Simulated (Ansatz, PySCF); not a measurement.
C2H3Cl2FSi, SMILES F/C(=C/Cl)[SiH2]Cl. Atoms are numbered in the order given.

```xyz
9

F      0.4249     2.1311    -1.0512
C      0.5263     0.9805    -0.3470
C      1.6481     0.2635    -0.4949
Cl     1.8916    -1.2420     0.3253
Si    -0.9655     0.5651     0.7359
Cl    -2.1429    -0.8637    -0.2043
H      2.4653     0.5819    -1.1470
H     -0.5229     0.0296     2.0439
H     -1.7517     1.8130     0.8869
```

Geometry optimised at B3LYP-D3(BJ)/def2-SVP. The structure was generated by enumeration; whether it is a known compound was not checked. The values are those of a single conformer.

Two levels are set side by side: PBE-D3(BJ)/def2-SVP (Ansatz, a quantum-chemistry and plane-wave program) and B3LYP-D3(BJ)/def2-SVP (Ansatz). Each level has its own optimised geometry; the coordinates shown are those of the second. Frequencies come from the Hessian of PySCF at each geometry. Differences are taken from unrounded values.

| quantity | B3LYP-D3(BJ) |
|---|---|
| mean bond length (Å) | 1.556 |
| bond F1–C2 (Å) | 1.353 |
| bond C2–C3 (Å) | 1.340 |
| bond C2–Si5 (Å) | 1.890 |
| bond C3–Cl4 (Å) | 1.732 |
| bond Si5–Cl6 (Å) | 2.077 |
| bond C3–H7 (Å) | 1.093 |
| bond Si5–H8 (Å) | 1.481 |
| bond Si5–H9 (Å) | 1.483 |
| highest harmonic wavenumber (cm⁻¹) | 3205 |
| mean harmonic wavenumber (cm⁻¹) | 932 |
| zero-point energy (kcal/mol) | 27.97 |

Q: What does PBE-D3(BJ) give, and how far is it from B3LYP-D3(BJ)? (An estimate is asked for; the answer gives what the named calculation found.)

A: 
```json
[
 {"quantity": "mean bond length (Å)", "PBE-D3(BJ)": "1.564", "PBE-D3(BJ) minus B3LYP-D3(BJ)": "0.008"},
 {"quantity": "bond F1–C2 (Å)", "PBE-D3(BJ)": "1.357", "PBE-D3(BJ) minus B3LYP-D3(BJ)": "0.004"},
 {"quantity": "bond C2–C3 (Å)", "PBE-D3(BJ)": "1.352", "PBE-D3(BJ) minus B3LYP-D3(BJ)": "0.012"},
 {"quantity": "bond C2–Si5 (Å)", "PBE-D3(BJ)": "1.895", "PBE-D3(BJ) minus B3LYP-D3(BJ)": "0.006"},
 {"quantity": "bond C3–Cl4 (Å)", "PBE-D3(BJ)": "1.728", "PBE-D3(BJ) minus B3LYP-D3(BJ)": "-0.003"},
 {"quantity": "bond Si5–Cl6 (Å)", "PBE-D3(BJ)": "2.081", "PBE-D3(BJ) minus B3LYP-D3(BJ)": "0.005"},
 {"quantity": "bond C3–H7 (Å)", "PBE-D3(BJ)": "1.102", "PBE-D3(BJ) minus B3LYP-D3(BJ)": "0.009"},
 {"quantity": "bond Si5–H8 (Å)", "PBE-D3(BJ)": "1.496", "PBE-D3(BJ) minus B3LYP-D3(BJ)": "0.015"},
 {"quantity": "bond Si5–H9 (Å)", "PBE-D3(BJ)": "1.497", "PBE-D3(BJ) minus B3LYP-D3(BJ)": "0.015"},
 {"quantity": "highest harmonic wavenumber (cm⁻¹)", "PBE-D3(BJ)": "3132", "PBE-D3(BJ) minus B3LYP-D3(BJ)": "-74"},
 {"quantity": "mean harmonic wavenumber (cm⁻¹)", "PBE-D3(BJ)": "902", "PBE-D3(BJ) minus B3LYP-D3(BJ)": "-30"},
 {"quantity": "zero-point energy (kcal/mol)", "PBE-D3(BJ)": "27.08", "PBE-D3(BJ) minus B3LYP-D3(BJ)": "-0.89"}
]
```

Exact exchange shortens and stiffens bonds; PBE has none. Differences between two approximate levels are no errors against the true value.
